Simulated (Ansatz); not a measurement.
`C[N](C)[Ga]([Br])[Br]` + NH₃ → `[NH2][Ga]([Br])[Br]` + dimethylamine at 700 K and 1 bar (ligand exchange at a Ga–N bond).

Isolated molecules relaxed with PBE0-D4/def2-TZVP in Ansatz; ΔE leaves out vibrations. CBS: MP2 limit from def2 TZ/QZ plus the TZ coupled-cluster correction, frozen cores. This one scheme is used for every species. For Br, Ga outer-core shells are correlated without core-valence functions, which leaves a few kJ/mol of doubt a bond. Scalar relativity is left out up to krypton. Each species was taken in one conformer, which may not be the lowest.

| species | CCSD(T)/CBS energy (Eh) | H − E (kJ/mol) | S (J/(mol·K)) |
| --- | --- | --- | --- |
| `C[N](C)[Ga]([Br])[Br]` | -7205.12527 | 313.4 | 553.9 |
| NH₃ | -56.50880 | 116.9 | 226.5 |
| `[NH2][Ga]([Br])[Br]` | -7126.62711 | 132.8 | 459.8 |
| `CNC` | -135.00321 | 296.9 | 352.4 |

H − E and S are ideal-gas, rigid-rotor, harmonic terms from PBE0-D4/def2-TZVP, for one conformer and one mirror image of each species. 1 Eh = 2625.50 kJ/mol, R = 8.31446 J/(mol·K).

**Question.** By hand: ΔE, ΔH, ΔS and ΔG.

**Answer.** ΔE = (-7126.62711) + (-135.00321) − (-7205.12527) − (-56.50880) = 0.00375 Eh = 9.8 kJ/mol. Δ(H − E) = 132.8 + 296.9 − 313.4 − 116.9 = -0.6, so ΔH = 9.2 kJ/mol. ΔS = 459.8 + 352.4 − 553.9 − 226.5 = 31.8 J/(mol·K). ΔG = 9.2 − 700 × (31.8)/1000 = -13.1 kJ/mol.

**Question.** By hand: the equilibrium constant, and the temperature at which ΔG would vanish if ΔH and ΔS stayed fixed.

**Answer.** log₁₀ K = −ΔG/(RT ln 10) = 1.0. ΔG = 0 at ΔH/ΔS = 289 K, though so small a ΔH makes that figure unsure.

TΔS isn't small against ΔH here. A doubt of 5 kJ/mol in ΔE shifts log₁₀ K by 0.4 here. Other conformers and mirror images would add mixing entropy, several J/(mol·K) or more a flexible species. Modes under 60 cm⁻¹, often nearly free rotors, make the harmonic entropy too high. These are equilibria of isolated gas molecules and say nothing of rates. Largest T1 diagnostic: 0.011 (customary marks: 0.02 for closed shells, 0.045 for open ones).
